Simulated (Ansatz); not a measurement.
**Computed against measured: atomisation enthalpy at 298 K**

10 molecules without hydrogen; the atomisation enthalpy at 298 K in kJ/mol, computed less measured. Shapes, held fixed at every level: PBE0-D4/def2-TZVP. Thermal terms are harmonic and unscaled (PBE0-D4/def2-TZVP); the spin-orbit lowering of the free atoms is taken from their spectra. Programs: Ansatz 0.2.0. Measured values: Active Thermochemical Tables, CRC Handbook of Chemistry and Physics, NIST-JANAF tables.

Levels: A = BHLYP-D4/def2-TZVPP; B = MP2/def2-SVP; C = MP2/def2-TZVPP; D = CCSD(T)/CBS estimate.

```tsv
molecule	from tabulated heats	A	B	C	D
N2 (nitrogen)	945	-87	-42	+1	-8
BOF (fluoro(oxo)borane)	1501	-117	+8	+29	-30
SO2 (sulfur dioxide)	1072	-174	-160	+27	-7
SiO2 (silicon dioxide molecule)	1254	-176	-101	+25	-25
AlClF2 (SMILES [F][Al]([F])[Cl])	1609	-98	-32	+50	+10
C3O2 (carbon suboxide)	2745	-197	+35	+80	-27
CF4 (tetrafluoromethane)	1968	-162	+20	+63	-3
SClO2F (sulfuryl chloride fluoride)	1533	-219	-279	+41	-7
C2ClF3 (SMILES FC(F)=C(F)Cl)	2299	-181	-23	+54	-9
PF5 (pentafluorophosphorane)	2308	-199	-211	+45	-6
```

Which level does best on this set, which worst, and which err to one side?


```json
{"level": "BHLYP-D4/def2-TZVPP", "kind": "global hybrid", "mean error": "-161.0", "mean absolute error": "161.0", "worst case": "SClO2F"}
{"level": "MP2/def2-SVP", "kind": "perturbation theory", "mean error": "-78.5", "mean absolute error": "91.1", "worst case": "SClO2F"}
{"level": "MP2/def2-TZVPP", "kind": "perturbation theory", "mean error": "+41.5", "mean absolute error": "41.5", "worst case": "C3O2"}
{"level": "CCSD(T)/CBS estimate", "kind": "coupled cluster or CI", "mean error": "-11.2", "mean absolute error": "13.2", "worst case": "BOF"}
```

On this set CCSD(T)/CBS estimate has the smallest mean absolute error and BHLYP-D4/def2-TZVPP the largest. BHLYP-D4/def2-TZVPP is too low in 10 of 10; MP2/def2-SVP is too low in 7 of 10; MP2/def2-TZVPP is too high in 10 of 10; CCSD(T)/CBS estimate is too low in 9 of 10. The heats of AlClF2, C2ClF3, PF5 come from older tables and can be uncertain by 10 kJ/mol or more. Heats of the atoms come from ATcT where it has them, that of boron, 570 kJ/mol, from recent work. The levels differ in basis as well as in method. With so many references in doubt the order of the levels isn't settled. The tabulated values of BOF, SiO2, SClO2F are in doubt (older tables, estimates, or at odds with other calculations) and kept here. Over the 7 molecules whose values aren't doubted the mean absolute errors are A 156.9; B 74.7; C 45.7; D 10.0. For MP2/def2-TZVPP the error tends to grow with the atomisation enthalpy. Correlated wave functions converge slowly with the basis. T1 is large for SiO2 (0.024), so single-reference values are less sure there. The CBS estimate extrapolates MP2 from def2-TZVPP and def2-QZVPP and adds CCSD(T) − MP2 in the triple-zeta set, cores frozen. The set is small.
